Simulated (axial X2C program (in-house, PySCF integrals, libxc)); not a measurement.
## Outer orbitals of ScI at 2.700 Å, PBE0

All values were computed with an in-house relativistic program for diatomic molecules. Spin-free means the one-electron spin-free X2C Hamiltonian; two-component (2c) means X2C with spin–orbit coupling and atomic mean-field two-electron Coulomb and Gaunt terms, so the difference of the two also holds small scalar two-electron terms. Basis: I dyall-cv3z [11s12p8d4f1g], Sc dyall-cv3z [10s11p7d5f2g] (cores contracted in-house); Gaussian nuclei, density fitting, unrestricted open shells. Masses: I 126.904 u, Sc 44.956 u.

The distance is close to the 2c PBE0 minimum; the highest filled and lowest empty levels are listed.

Spin-free orbitals, state M_S = 1, Λ = 2 (beyond evenly filled blocks: σα, δ+α) (Löwdin shares):

| symmetry | occupied | ε (eV) | atomic character |
| --- | --- | --- | --- |
| π-β | yes | -34.71 | 100% Sc p |
| π+β | yes | -34.71 | 100% Sc p |
| σα | yes | -18.15 | 74% I s, 8% Sc p, 8% Sc d |
| σβ | yes | -18.15 | 74% I s, 8% Sc p, 8% Sc d |
| σα | yes | -8.12 | 75% I p, 10% Sc s, 7% Sc d |
| σβ | yes | -8.01 | 77% I p, 8% Sc s, 7% Sc d |
| π+α | yes | -7.22 | 79% I p, 10% Sc d, 4% Sc p |
| π-β | yes | -7.21 | 80% I p, 9% Sc d, 4% Sc f |
| π+β | yes | -7.21 | 80% I p, 9% Sc d, 4% Sc f |
| π-α | yes | -7.21 | 79% I p, 9% Sc d, 4% Sc p |
| σα | yes | -4.93 | 68% Sc s, 16% Sc d, 13% Sc p |
| δ+α | yes | -4.85 | 100% Sc d |
| σβ | no | -2.19 | 76% Sc s, 16% Sc p, 4% Sc d |
| σα | no | -1.95 | 62% Sc d, 31% Sc p, 4% I p |
| π+α | no | -1.81 | 68% Sc d, 30% Sc p |
| π-α | no | -1.71 | 66% Sc d, 32% Sc p |

Spinors with spin–orbit coupling (state Ω = 1):

| ω | occupied | ε (eV) | atomic character | λ mixture |
| --- | --- | --- | --- | --- |
| -1/2 | yes | -34.80 | 100% Sc p | 97% π, 3% σ |
| 3/2 | yes | -34.51 | 100% Sc p | 100% π |
| -1/2 | yes | -18.16 | 74% I s, 8% Sc p, 8% Sc d | 100% σ |
| 1/2 | yes | -18.16 | 74% I s, 8% Sc p, 8% Sc d | 100% σ |
| -1/2 | yes | -8.35 | 78% I p, 7% Sc s, 7% Sc d | 79% σ, 21% π |
| 1/2 | yes | -8.27 | 79% I p, 7% Sc d, 5% Sc s | 75% σ, 25% π |
| -1/2 | yes | -7.33 | 78% I p, 8% Sc d, 4% Sc f | 79% π, 21% σ |
| 1/2 | yes | -7.30 | 78% I p, 9% Sc d, 4% Sc p | 75% π, 25% σ |
| -3/2 | yes | -6.92 | 77% I p, 10% Sc d, 5% Sc p | 100% π |
| 3/2 | yes | -6.92 | 78% I p, 10% Sc d, 4% Sc f | 100% π |
| -1/2 | yes | -4.92 | 67% Sc s, 16% Sc d, 13% Sc p | 100% σ |
| 3/2 | yes | -4.85 | 100% Sc d | 100% δ |
| 1/2 | no | -2.19 | 76% Sc s, 16% Sc p, 4% Sc d | 100% σ |
| -1/2 | no | -1.94 | 62% Sc d, 31% Sc p, 4% I p | 100% σ |
| 1/2 | no | -1.80 | 68% Sc d, 30% Sc p | 100% π |
| -3/2 | no | -1.70 | 65% Sc d, 33% Sc p | 100% π |

Mulliken charges and populations of the two-component result (they depend on the basis, above all on diffuse functions):

I -0.23 e (s 9.93 p 23.29 d 20.01), Sc 0.23 e (s 6.94 p 12.29 d 1.49 f 0.04 g 0.01). ⟨Lz⟩ = 2.00 ħ and ⟨Sz⟩ = -1.00 ħ (0.01 and -1.01 on the two atoms), which add up to Ω.

One determinant describes the state; a PBE0 search over occupations chose it and may have missed a lower one. Density functionals use the spin component along the axis (collinear). Other states lie close and PBE0, whose exact exchange favours high spin, may order them wrongly; the determinant shown need not be the ground state. The nearest other spin-free determinant of the search, M_S = 1, Λ = 1, lies 0.16 eV up at the distance of the search. Without a current term, density functionals place determinants with orbital angular momentum somewhat too high. With several unpaired electrons one determinant need not be a pure state.
